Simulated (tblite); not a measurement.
C₇H₁₁ClO.
Atom-mapped SMILES: `[CH3:1][CH2:2][C@@:3]1([C:4](=[O:5])[Cl:6])[CH2:7][C@H:8]1[CH3:9]` (hydrogens: H10, H11, H12 on C1; H13, H14 on C2; H15, H16 on C7; H17 on C8; H18, H19, H20 on C9)

Structure used (GFN2-xTB), in Å, numbered top down from 1:
```xyz
20
C7H11ClO angstrom
C     -2.3278   -0.4357   -0.3102
C     -0.8726   -0.5015   -0.7673
C     -0.0100    0.4971   -0.0116
C     -0.2970    1.8792   -0.4012
O     -0.9793    2.2582   -1.2970
Cl     0.5227    3.1131    0.6028
C      0.3988    0.1771    1.4129
C      1.4404    0.1732    0.3553
C      2.1019   -1.0941   -0.1171
H     -2.9192   -1.1850   -0.8303
H     -2.7492    0.5427   -0.5240
H     -2.4004   -0.6182    0.7599
H     -0.8166   -0.2829   -1.8354
H     -0.4897   -1.5084   -0.6067
H      0.0571   -0.7751    1.7902
H      0.3864    0.9738    2.1395
H      2.1039    1.0294    0.3365
H      2.2672   -1.0636   -1.1926
H      1.5096   -1.9735    0.1205
H      3.0686   -1.1952    0.3727
```

Computed with GFN2-xTB (tblite): harmonic, unscaled wavenumbers at the GFN2-xTB geometry, gas phase. This tight-binding method is rough: wavenumbers can miss measured ones by several per cent, in bad cases by 10 to 20. One conformer, not necessarily the lowest.

Harmonic wavenumbers (cm⁻¹): 55.6, 87.2, 136.0, 153.7, 189.6, 204.7, 216.6, 279.8, 314.9, 399.6, 409.7, 458.5, 486.6, 579.9, 639.8, 788.3, 818.5, 837.1, 895.2, 927.7, 952.6, 1012.6, 1041.9, 1049.6, 1071.6, 1098.5, 1103.4, 1145.9, 1178.7, 1227.3, 1268.3, 1293.7, 1330.8, 1390.6, 1413.7, 1416.3, 1463.0, 1472.8, 1487.6, 1495.1, 1497.5, 1504.3, 1805.9, 2986.9, 3011.9, 3024.0, 3031.4, 3034.3, 3043.8, 3044.3, 3055.1, 3057.5, 3091.2, 3112.5.

A = 1618, B = 1213, C = 839.3 MHz; mass 146.050 u (most abundant isotopes); point group C1, symmetry number 1.

Q: What is the zero-point energy?

A: Half the sum of the wavenumbers: 36047 cm⁻¹ = 431.22 kJ/mol.

Q: Entropy at 273.15 K, 1 bar (ideal gas, RRHO, classical rotation)?

A: Translation 169.19, rotation 123.00, vibration 110.27: S = 402.5 J/(mol K).

Q: And Cp and H(273.15 K) − H(0)?

A: Cp = 153.26 J/(mol K), of which vibrations give 120.00 (their classical limit is 54 R = 449.0); H(273.15 K) − H(0) = 25.64 kJ/mol without the zero-point energy, 16.56 from vibrations.

Q: Which modes carry the vibrational entropy at 273.15 K?

A: 55.6 cm⁻¹: 18.55; 87.2 cm⁻¹: 14.86; 136.0 cm⁻¹: 11.26; 153.7 cm⁻¹: 10.29; 189.6 cm⁻¹: 8.66; 204.7 cm⁻¹: 8.08 J/(mol K); the other 48 give 38.56 together.

Q: How do the functions run with temperature in this model?

A: 
```json
{"T (K)": "50", "S (J/(mol K))": "245.4", "Cp (J/(mol K))": "52.5", "H − H(0) (kJ/mol)": "2.00", "G − H(0) (kJ/mol)": "-10.27", "ln q(vib)": "0.35"}
{"T (K)": "100", "S (J/(mol K))": "290.6", "Cp (J/(mol K))": "80.1", "H − H(0) (kJ/mol)": "5.34", "G − H(0) (kJ/mol)": "-23.72", "ln q(vib)": "1.41"}
{"T (K)": "298.15", "S (J/(mol K))": "416.3", "Cp (J/(mol K))": "164.0", "H − H(0) (kJ/mol)": "29.61", "G − H(0) (kJ/mol)": "-94.52", "ln q(vib)": "6.64"}
{"T (K)": "373.15", "S (J/(mol K))": "456.6", "Cp (J/(mol K))": "196.0", "H − H(0) (kJ/mol)": "43.12", "G − H(0) (kJ/mol)": "-127.27", "ln q(vib)": "8.63"}
{"T (K)": "500", "S (J/(mol K))": "521.0", "Cp (J/(mol K))": "244.5", "H − H(0) (kJ/mol)": "71.16", "G − H(0) (kJ/mol)": "-189.32", "ln q(vib)": "11.98"}
{"T (K)": "750", "S (J/(mol K))": "634.2", "Cp (J/(mol K))": "313.5", "H − H(0) (kJ/mol)": "141.54", "G − H(0) (kJ/mol)": "-334.09", "ln q(vib)": "18.39"}
{"T (K)": "1000", "S (J/(mol K))": "731.0", "Cp (J/(mol K))": "358.8", "H − H(0) (kJ/mol)": "225.94", "G − H(0) (kJ/mol)": "-505.04", "ln q(vib)": "24.41"}
```

q(vib) and H(0) count from the zero-point level.

Q: Blend soft modes into free rotors: weight 1/[1 + (100 cm⁻¹/ν̃)⁴] for the oscillator and the rest for a rotor with moment μB/(μ + B), μ = h/(8π²ν), B = 10⁻⁴⁴ kg m². What vibrational entropy results?

A: 104.28 J/(mol K) in place of 110.27, which changes −T·S at 273.15 K by +1.64 kJ/mol.

Hindered rotation and anharmonicity are outside this model. Other conformers, if any are populated, would add a mixing term that is left out. The structure is chiral; the term R ln 2 for an equal mix with its mirror image is left out.
